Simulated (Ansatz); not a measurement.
Ansatz (a program for electronic structure) input file for Zn(NH2)(GeH3) (GeH5NZn), SMILES [NH2][Zn][GeH3], B3LYP-D3(BJ)/def2-SVP. 

Ansatz 0.2 input:
```yaml
crystal:
  periodic: [false, false, false]
  atoms:
    - {symbol: Zn, position_ang: [-0.22025272, 0.71961186, -0.53938986]}
    - {symbol: N, position_ang: [0.14050210, 2.29361266, -1.39363858]}
    - {symbol: H, position_ang: [-0.27173208, 3.17061367, -1.10807735]}
    - {symbol: H, position_ang: [0.22976543, 2.35598955, -2.39801631]}
    - {symbol: Ge, position_ang: [0.15177008, -1.18587088, 0.80726701]}
    - {symbol: H, position_ang: [1.13186286, -2.20446996, 0.29448151]}
    - {symbol: H, position_ang: [0.69341014, -0.94285250, 2.18885420]}
    - {symbol: H, position_ang: [-1.01588216, -2.07505700, 1.12737914]}
basis:
  gaussian:
    orbitals: def2-SVP
hamiltonian:
  xc: b3lyp
  dispersion: d3bj
relax: {f_tol: 0.002, max_steps: 200}
```

Log of the run:

```
WARN ansatz: RAYON_NUM_THREADS=1 ignored (pool sized by the plan → 1); use --threads N
Functional definition: B3LYP
integrals: 0.05 GiB planned
1086 factors; integrals over basis functions are off by at most 5.3e-4 eV
mean field: 0.50 GiB planned
mean field evaluation 1: about -106487.7417 eV, gradient 6.9e1 eV
mean field evaluation 2: about -106443.7209 eV, gradient 1.3e2 eV
mean field evaluation 4: about -106496.6305 eV, gradient 1.3e1 eV
mean field evaluation 8: about -106496.9072 eV, gradient 3.6e-1 eV
mean field evaluation 16: about -106496.9077 eV, gradient 5.2e-5 eV
mean field -106496.90770133 eV, -3913.6891718272 hartree, gradient 5.2e-5 eV, S^2 0.000000; 0 other end points of the search recorded, 0 dependent functions left out
the calculation of the forces begins
reference -106496.90797717 eV, -3913.6891819642 hartree; 37, 37 occupied and 65, 65 virtual orbitals, 1086 factors
relax step   1: F+E_penalty+E_count = -106497.14860198 eV  Δ(F+E_penalty+E_count) = +0.000e0 eV  max|allowed force component| = 9.180e-1 eV/Å  Δτ_max = 0.0000 Å  (27 SCF iters, accepted)
these checks for a lower state are left out or cut short: starts, cluster_reference, orbital_swaps, neighbouring_geometries, increment
integrals: 0.05 GiB planned
1086 factors; integrals over basis functions are off by at most 5.7e-4 eV
mean field: 0.50 GiB planned
mean field -106497.08031111 eV, -3913.6955151197 hartree, gradient 1.3e-5 eV, S^2 0.000000; 0 other end points of the search recorded, 0 dependent functions left out
the calculation of the forces begins
reference -106497.08058666 eV, -3913.6955252459 hartree; 37, 37 occupied and 65, 65 virtual orbitals, 1086 factors
relax step   2: F+E_penalty+E_count = -106497.32049303 eV  Δ(F+E_penalty+E_count) = -1.719e-1 eV  max|allowed force component| = 1.872e-1 eV/Å  Δτ_max = 0.1947 Å  (30 SCF iters, accepted)
these checks for a lower state are left out or cut short: starts, cluster_reference, orbital_swaps, neighbouring_geometries, increment
integrals: 0.05 GiB planned
1086 factors; integrals over basis functions are off by at most 5.7e-4 eV
mean field: 0.50 GiB planned
mean field -106497.09541944 eV, -3913.6960703404 hartree, gradient 1.2e-5 eV, S^2 0.000000; 0 other end points of the search recorded, 0 dependent functions left out
the calculation of the forces begins
reference -106497.09569557 eV, -3913.6960804881 hartree; 37, 37 occupied and 65, 65 virtual orbitals, 1086 factors
relax step   3: F+E_penalty+E_count = -106497.33520911 eV  Δ(F+E_penalty+E_count) = -1.472e-2 eV  max|allowed force component| = 8.870e-2 eV/Å  Δτ_max = 0.0516 Å  (30 SCF iters, accepted)
these checks for a lower state are left out or cut short: starts, cluster_reference, orbital_swaps, neighbouring_geometries, increment
integrals: 0.05 GiB planned
1086 factors; integrals over basis functions are off by at most 5.7e-4 eV
mean field: 0.50 GiB planned
mean field evaluation 32: about -106496.9295 eV, gradient 6.4e0 eV
mean field -106497.10148716 eV, -3913.6962933250 hartree, gradient 1.8e-5 eV, S^2 0.000000; 0 other end points of the search recorded, 0 dependent functions left out
the calculation of the forces begins
reference -106497.10176300 eV, -3913.6963034620 hartree; 37, 37 occupied and 65, 65 virtual orbitals, 1086 factors
relax step   4: F+E_penalty+E_count = -106497.34141011 eV  Δ(F+E_penalty+E_count) = -6.201e-3 eV  max|allowed force component| = 5.382e-1 eV/Å  Δτ_max = 0.1380 Å  (30 SCF iters, accepted)
these checks for a lower state are left out or cut short: starts, cluster_reference, orbital_swaps, neighbouring_geometries, increment
integrals: 0.05 GiB planned
1086 factors; integrals over basis functions are off by at most 5.7e-4 eV
mean field: 0.50 GiB planned
mean field -106497.10757506 eV, -3913.6965170512 hartree, gradient 1.6e-5 eV, S^2 0.000000; 0 other end points of the search recorded, 0 dependent functions left out
the calculation of the forces begins
reference -106497.10785061 eV, -3913.6965271775 hartree; 37, 37 occupied and 65, 65 virtual orbitals, 1086 factors
relax step   5: F+E_penalty+E_count = -106497.34771270 eV  Δ(F+E_penalty+E_count) = -6.303e-3 eV  max|allowed force component| = 9.102e-2 eV/Å  Δτ_max = 0.0610 Å  (31 SCF iters, accepted)
these checks for a lower state are left out or cut short: starts, cluster_reference, orbital_swaps, neighbouring_geometries, increment
integrals: 0.05 GiB planned
1086 factors; integrals over basis functions are off by at most 5.8e-4 eV
mean field: 0.50 GiB planned
mean field -106497.10894258 eV, -3913.6965673066 hartree, gradient 1.3e-5 eV, S^2 0.000000; 0 other end points of the search recorded, 0 dependent functions left out
the calculation of the forces begins
reference -106497.10921817 eV, -3913.6965774346 hartree; 37, 37 occupied and 65, 65 virtual orbitals, 1086 factors
relax step   6: F+E_penalty+E_count = -106497.34884938 eV  Δ(F+E_penalty+E_count) = -1.137e-3 eV  max|allowed force component| = 9.973e-3 eV/Å  Δτ_max = 0.0228 Å  (31 SCF iters, accepted)
these checks for a lower state are left out or cut short: starts, cluster_reference, orbital_swaps, neighbouring_geometries, increment
integrals: 0.05 GiB planned
1086 factors; integrals over basis functions are off by at most 5.8e-4 eV
mean field: 0.50 GiB planned
mean field -106497.10907963 eV, -3913.6965723432 hartree, gradient 2.0e-5 eV, S^2 0.000000; 0 other end points of the search recorded, 0 dependent functions left out
the calculation of the forces begins
reference -106497.10935529 eV, -3913.6965824733 hartree; 37, 37 occupied and 65, 65 virtual orbitals, 1086 factors
relax step   7: F+E_penalty+E_count = -106497.34890390 eV  Δ(F+E_penalty+E_count) = -5.452e-5 eV  max|allowed force component| = 2.306e-3 eV/Å  Δτ_max = 0.0070 Å  (24 SCF iters, accepted)
these checks for a lower state are left out or cut short: starts, cluster_reference, orbital_swaps, neighbouring_geometries, increment
integrals: 0.05 GiB planned
1086 factors; integrals over basis functions are off by at most 5.8e-4 eV
mean field: 0.50 GiB planned
mean field evaluation 64: about -106497.1091 eV, gradient 2.6e-5 eV
mean field -106497.10907213 eV, -3913.6965720677 hartree, gradient 2.6e-5 eV, S^2 0.000000; 0 other end points of the search recorded, 0 dependent functions left out
the calculation of the forces begins
reference -106497.10934779 eV, -3913.6965821980 hartree; 37, 37 occupied and 65, 65 virtual orbitals, 1086 factors
relax step   8: F+E_penalty+E_count = -106497.34890955 eV  Δ(F+E_penalty+E_count) = -5.648e-6 eV  max|allowed force component| = 1.438e-3 eV/Å  Δτ_max = 0.0032 Å  (23 SCF iters, accepted)
integrals: 0.05 GiB planned
1086 factors; integrals over basis functions are off by at most 5.8e-4 eV
mean field: 0.50 GiB planned
mean field -106497.10907213 eV, -3913.6965720677 hartree, gradient 2.6e-5 eV, S^2 0.000000; 1 other end points of the search recorded, 0 dependent functions left out
the calculation of the forces begins
reference -106497.10934779 eV, -3913.6965821980 hartree; 37, 37 occupied and 65, 65 virtual orbitals, 1086 factors
Total energy: -106497.34918521 eV, -3913.7053960605 hartree
Atom 0 at     0.094084     0.774549    -0.451407 Å, force     0.000493    -0.000536     0.000492 eV/Å
Atom 1 at     0.164051     2.333960    -1.414358 Å, force     0.000652     0.000340     0.000290 eV/Å
Atom 2 at    -0.400726     3.124371    -1.105802 Å, force    -0.000700     0.000693     0.001015 eV/Å
Atom 3 at     0.088079     2.284916    -2.429614 Å, force     0.000080    -0.000780    -0.001438 eV/Å
Atom 4 at     0.202407    -1.224175     0.853021 Å, force    -0.000322     0.001129    -0.000855 eV/Å
Atom 5 at     1.168001    -2.271898     0.245950 Å, force    -0.000027     0.000207     0.000464 eV/Å
Atom 6 at     0.695170    -0.964069     2.297952 Å, force     0.000134    -0.000289    -0.000394 eV/Å
Atom 7 at    -1.171622    -1.926077     0.983117 Å, force    -0.000310    -0.000764     0.000427 eV/Å
Dipole moment:    -0.201635     0.137973    -0.161284 e Å
```

Self-consistency was reached.
